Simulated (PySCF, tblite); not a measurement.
C6H11OPSi.
Z-matrix (Å and degrees, GFN2-xTB geometry), rows numbered from 1:
```
O 
P   1  1.4676
C   2  1.8266  1  113.63
Si  3  1.9003  2  108.82  1    60.90
C   2  1.8088  1  114.71  3  -121.39
C   5  1.3247  2  121.57  1  -147.38
C   6  1.4981  5  124.36  2    -1.53
C   7  1.4976  6  114.62  5    31.74
C   8  1.3246  7  124.42  6   -32.19
H   3  1.0879  2  109.89  1  -175.58
H   3  1.0910  2  106.03  1   -58.42
H   4  1.4568  3  111.00  2   -54.56
H   4  1.4666  3  106.49  2  -175.05
H   4  1.4678  3  108.52  2    67.66
H   5  1.0821  2  116.13  1    29.16
H   6  1.0834  5  120.38  2   178.77
H   7  1.0972  6  108.44  5   -89.65
H   7  1.0929  6  109.30  5   154.75
H   8  1.0836  7  115.23  6   148.02
H   9  1.0819  2  116.08  1   -28.56
```

Theory: PBE0/pcSseg-1 in PySCF (dipole) on a GFN2-xTB geometry, gas phase.

Take the most abundant isotopes and a rigid rotor. The values belong to one conformer with, in the numbering `[O:1]=[P:2]1([CH2:3][SiH3:4])[CH:5]=[CH:6][CH2:7][CH:8]=[CH:9]1`, O1–P2–C3–Si4 61°, O1–P2–C5–C6 -147°, C5–C6–C7–C8 32°, C6–C7–C8–C9 -32°, O1–P2–C9–C8 147°.

Problem. What are A, B and C (MHz)?

Solution. Ia = 257.47, Ib = 585.24, Ic = 657.88 u·Å²; 505379 MHz·u·Å²/I gives A = 1963, B = 863.5, C = 768.2 MHz.

Problem. What kind of rotor is it?

Solution. An asymmetric top: κ = (2 × 863.5 − 1963 − 768.2)/(1963 − 768.2) = -0.84.

Problem. Is it planar, by Δ = Ic − Ia − Ib?

Solution. Not planar: Δ = Ic − Ia − Ib = -184.84 u·Å². For a rigid frame Δ = −2 Σ m c², so Σ m c² = 92.42 u·Å² lies off the ab plane: 19.43 from hydrogen and 72.99 from heavier atoms. The atom farthest from that plane is 2.14 Å away.

Problem. Give the coordinates in the principal-axis frame, origin at the centre of mass.

Solution. The sense of each axis is arbitrary; atoms in the order of the calculation.
```csv
atom,mass (u),a (Å),b (Å),c (Å)
O1,15.995,0.697,1.788,0.930
P2,30.974,0.066,0.690,0.188
C3,12.000,1.145,-0.046,-1.089
Si4,27.977,2.692,-0.760,-0.247
C5,12.000,-1.461,1.137,-0.672
C6,12.000,-2.449,0.268,-0.827
C7,12.000,-2.407,-1.153,-0.355
C8,12.000,-1.598,-1.375,0.886
C9,12.000,-0.520,-0.678,1.211
H10,1.008,0.594,-0.797,-1.651
H11,1.008,1.411,0.768,-1.764
H12,1.008,3.360,0.251,0.561
H13,1.008,3.574,-1.227,-1.322
H14,1.008,2.289,-1.908,0.574
H15,1.008,-1.541,2.166,-0.997
H16,1.008,-3.363,0.562,-1.328
H17,1.008,-1.991,-1.774,-1.158
H18,1.008,-3.427,-1.509,-0.189
H19,1.008,-1.952,-2.170,1.531
H20,1.008,0.014,-0.842,2.137
```

Problem. Which lines would a microwave search look for?

Solution. The dipole components are |μa| = 2.67 D, |μb| = 3.49 D, |μc| = 2.38 D. The squared components, which scale the intensities, stand as 0.58 : 1.00 : 0.46 (a : b : c). Some lines, for components of 0.1 D or more:

| type | branch | J(Ka,Kc) | MHz | lower level (cm⁻¹) |
| --- | --- | --- | --- | --- |
| c | Q | 2(1,2) ← 2(0,2) | 1010 | 0.163 |
| c | Q | 1(1,1) ← 1(0,1) | 1099 | 0.054 |
| b | Q | 1(1,0) ← 1(0,1) | 1195 | 0.054 |
| b | Q | 2(1,1) ← 2(0,2) | 1296 | 0.163 |
| a | R | 1(0,1) ← 0(0,0) | 1632 | 0.000 |
| b | R | 2(0,2) ← 1(1,1) | 2158 | 0.091 |
| b | R | 1(1,1) ← 0(0,0) | 2731 | 0.000 |
| c | R | 1(1,0) ← 0(0,0) | 2826 | 0.000 |
| a | R | 2(1,2) ← 1(1,1) | 3168 | 0.091 |
| a | R | 2(0,2) ← 1(0,1) | 3258 | 0.054 |
| c | Q | 2(2,1) ← 2(1,1) | 3298 | 0.206 |
| b | Q | 2(2,0) ← 2(1,1) | 3304 | 0.206 |
| a | R | 2(1,1) ← 1(1,0) | 3359 | 0.094 |
| b | Q | 2(2,1) ← 2(1,2) | 3584 | 0.197 |
| b | R | 2(1,2) ← 1(0,1) | 4267 | 0.054 |
| c | R | 2(1,1) ← 1(0,1) | 4553 | 0.054 |
| b | R | 2(2,1) ← 1(1,0) | 6657 | 0.094 |
| c | R | 2(2,0) ← 1(1,0) | 6663 | 0.094 |
| c | R | 2(2,1) ← 1(1,1) | 6752 | 0.091 |
| b | R | 2(2,0) ← 1(1,1) | 6758 | 0.091 |

Problem. Estimate the classical rotational partition function at 50 K, 100 K and 500 K.

Solution. Point group C1, symmetry number σ = 1; q = (√π/σ)·√((kT/h)³/(ABC)), k/h = 20836.6 MHz/K: 52200 at 50 K, 148000 at 100 K, 1650000 at 500 K.

Its GFN2-xTB frequencies are all real (lowest 42 cm⁻¹). Constants of a rigid frame at the computed geometry: no zero-point averaging, no centrifugal distortion. A rigid rotor knows nothing of internal rotation, which can split or shift real lines.
